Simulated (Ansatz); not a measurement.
`[F][Hf]([Cl])([Cl])[Cl]`, relaxed with RKS PBE0-D4/def2-TZVP in Ansatz from a PBE-D4/def2-SVP geometry. The force threshold is 0.005 eV/Å; the program also tests the step.

Total charge 0; spin multiplicity 1. Hf takes the def2 core potential.

Start:

```xyz
5

F    -1.635    1.034    0.401
Hf   -0.062    0.039    0.015
Cl    1.489    1.449   -1.032
Cl    0.826   -0.783    2.022
Cl   -0.618   -1.739   -1.405
```

Problem. By how much does the energy fall, and how many steps does the optimiser take? (Estimate.)

Solution. The calculation gave: 1.51 kJ/mol, in 4 steps.

Problem. Which bonds change most? (Best estimate.)

Solution. Computed: F1–Hf2 from 1.901 to 1.881 Å; Hf2–Cl4 from 2.343 to 2.324 Å; Hf2–Cl3 from 2.343 to 2.324 Å; Hf2–Cl5 from 2.343 to 2.324 Å.

Problem. Give the relaxed structure. (An estimate is asked.)

Solution. The calculation gave: 
```xyz
5

F    -1.619    1.024    0.397
Hf   -0.062    0.039    0.015
Cl    1.476    1.438   -1.024
Cl    0.819   -0.776    2.006
Cl   -0.615   -1.725   -1.394
```
